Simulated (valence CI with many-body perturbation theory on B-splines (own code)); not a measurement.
The numbers below are computed, except where a source is named.
# Run record, Co XIV

Level of theory: relativistic CI+MBPT: four valence electrons over a frozen Dirac-Fock core [Ne], radial functions for each j: 11 s, 11 p, 10 d, 8 f, 5 g, 2 h, with the one-electron correlation potential Σ1 (screened to all orders), the two-electron term Σ2, the three-electron term Σ3, Breit, model QED; selected single and double excitations, second order for the rest, scaled by the run's own slope (own B-spline code, finite nucleus).

Command, and the settings that its task file holds:

```sh
python run_cv.py task.json out
```

```
atom Co  Z=27  mass_number=59  rms_radius_fm=3.7875
core [Ne]
valence 3s2 3p2
avg = 1
basis = M
breit = 1
cap = 32000
capref = 2000
cscale = 1
de = 0.0
dress = 0
eps = 2e-08
extrap = 1
h = 0.27
hh = 1
l2 = 3
lcore = 6
maxit = 60
n2 = 5
natural = 1
nlev = 150
nno = [5, 5, 5, 4, 2, 1]
nroot = 36
nsp = [6, 6, 5, 4, 3, 1]
pt2 = 1
qed = 1
rpa = 1
s1 = 1
s2 = 1
s3 = 1
screen = 1
tol = 2e-05
whole = 1
```

Task: Roughly how long does this run take on one core of Arm Neoverse V1, and how much memory?

Result: 2.9 min on 1 thread of Arm Neoverse V1 (shared host), peak memory 0.96 GiB.

Log. The first blocks belong to the next ion, which gives the ionisation energy. Fields: 2J, parity (1 odd), roots, reference size, generating configurations, candidates as configurations/state functions, variational space P, stored matrix elements, Davidson steps; e2 is the range of second-order energies in hartree. The first line gives the box (bohr), its intervals, the orbitals and the steps of their self-consistent field. Window is the range of levels sought, series limit the energy at which the first omitted orbital would enter, core excitation an estimate of the first excitation out of the core, left out the lowest levels not solved, and shifts from estimates the range by which levels moved from their first estimate, all in cm⁻¹.

```
rmax 13.5 intervals 64 orbitals 83 references ['3s2 3p2', '3s 3p3', '3s2 3p 3d', '3p4', '3s 3p2 3d'] scf 6 t 1.5
2J=1 par=1 roots 2 ref 34 generators 7 cand 2131/3165 P 2159/3199 nnz 1.6e+06 it 5
2J=1 par=1 roots 2 ref 34 generators 13 cand 2041/3168 P 4200/6367 nnz 5.1e+06 it 5
   second order: generators 24 cand 11784/17892 e2 -0.00003 -0.00001
2J=3 par=1 roots 2 ref 54 generators 9 cand 1629/3135 P 1664/3189 nnz 1.9e+06 it 5
2J=3 par=1 roots 2 ref 54 generators 18 cand 2512/5320 P 4176/8509 nnz 9.9e+06 it 5
   second order: generators 33 cand 14854/31444 e2 -0.00004 -0.00002
reference levels 1294, estimated 370, window 1240633 1/cm; series limit 2862648, core excitation 6429656
2J=0 par=0 roots 12 ref 61 generators 22 cand 2536/3814 P 4194/6368 nnz 3e+06 it 7
2J=0 par=0 roots 12 ref 61 generators 40 cand 10613/19218 P 14807/25586 nnz 3.5e+07 it 9
   second order: generators 77 cand 94247/215059 e2 -0.00011 -0.00001
2J=2 par=0 roots 17 ref 123 generators 21 cand 1063/3331 P 2029/6380 nnz 4e+06 it 8
2J=2 par=0 roots 17 ref 123 generators 38 cand 6546/25585 P 8575/31965 nnz 6.9e+07 it 9
   second order: generators 81 cand 89780/501153 e2 -0.00210 -0.00018
2J=4 par=0 roots 24 ref 159 generators 28 cand 647/2259 P 1723/6377 nnz 4.3e+06 it 9
2J=4 par=0 roots 24 ref 159 generators 44 cand 5658/25604 P 7381/31981 nnz 7.1e+07 it 9
   second order: generators 97 cand 88162/699936 e2 -0.00424 -0.00045
2J=4 par=1 roots 27 ref 183 generators 29 cand 806/3288 P 1608/6399 nnz 4.4e+06 it 17
2J=4 par=1 roots 27 ref 183 generators 43 cand 5396/25460 P 7004/31859 nnz 7.2e+07 it 12
   second order: generators 94 cand 81608/616286 e2 -0.00253 -0.00036
2J=2 par=1 roots 22 ref 150 generators 27 cand 1140/3626 P 2034/6359 nnz 3.9e+06 it 14
2J=2 par=1 roots 22 ref 150 generators 43 cand 6651/25636 P 8685/31995 nnz 6.7e+07 it 17
   second order: generators 95 cand 78919/424484 e2 -0.00143 -0.00033
2J=6 par=1 roots 23 ref 159 generators 23 cand 894/3641 P 1578/6290 nnz 4.2e+06 it 12
2J=6 par=1 roots 23 ref 159 generators 38 cand 5225/25601 P 6803/31891 nnz 7.4e+07 it 11
   second order: generators 95 cand 84481/736525 e2 -0.00360 -0.00100
2J=0 par=1 roots 9 ref 57 generators 18 cand 2356/3840 P 3997/6395 nnz 3.1e+06 it 11
2J=0 par=1 roots 9 ref 57 generators 26 cand 10195/18189 P 14192/24584 nnz 3.4e+07 it 12
   second order: generators 56 cand 50675/111915 e2 -0.00007 -0.00002
2J=8 par=1 roots 15 ref 105 generators 18 cand 929/3632 P 1629/6213 nnz 4.1e+06 it 10
...
2J=10 par=0 roots 3 ref 27 generators 14 cand 5266/25465 P 7463/32080 nnz 7.8e+07 it 6
   second order: generators 32 cand 48367/431811 e2 -0.00054 -0.00013
2J=10 par=1 roots 6 ref 51 generators 9 cand 1148/3854 P 2038/6392 nnz 4.3e+06 it 9
2J=10 par=1 roots 6 ref 51 generators 24 cand 5166/25532 P 7204/31924 nnz 7.8e+07 it 9
   second order: generators 60 cand 71137/636781 e2 -0.00104 -0.00027
2J=12 par=1 roots 2 ref 17 generators 3 cand 1042/3963 P 2293/6841 nnz 5.1e+06 it 5
2J=12 par=1 roots 2 ref 17 generators 12 cand 4506/21404 P 6799/28245 nnz 6.7e+07 it 6
   second order: generators 32 cand 51150/403612 e2 -0.00019 -0.00008
left out: unestimated 1785494, estimated 1320526, shifts from estimates -53 to 294
operators 1.0
```

The Davidson iterations converged.

No measured spectrum was set against this ion. As an estimate, levels of excited configurations hold to 0.05 to 0.15 % of their energy, terms of the ground configuration to about 0.5 %. Among the levels kept, up to 560 cm⁻¹ of a level comes from second order outside the variational space, and about a tenth of that is noise between levels of different J, which matters for small intervals.

- Valence energy: -70.23094 hartree
- Ionisation energy: 409.36 eV (NIST: 410 ± 1 eV (semi-empirical))
- Reference configurations for the orbitals: 3s2 3p2, 3s 3p3, 3s2 3p 3d, 3p4, 3s 3p2 3d
- Radial orbitals: 83
- Box radius: 13.46 bohr
- Largest variational space: 32080
- Lowest levels: 3s²3p² ³P_0 0, 3s²3p² ³P_1 11840, 3s²3p² ³P_2 22690, 3s²3p² ¹D_2 55075, 3s²3p² ¹S_0 101370, 3s3p³ ⁵S°_2 233890, 3s3p³ ³D°_1 310840, 3s3p³ ³D°_2 311050, 3s3p³ ³D°_3 314880, 3s3p³ ³P°_0 356020, 3s3p³ ³P°_1 357050, 3s3p³ ³P°_2 357910, 3s3p³ ¹D°_2 392000, 3s3p³ ³S°_1 446740 cm⁻¹

Names give the largest LS component (configuration and term), which can be under half, so a name can repeat, a term be missing and a line seem to break the LS rules; names also repeat where a configuration has a term twice.
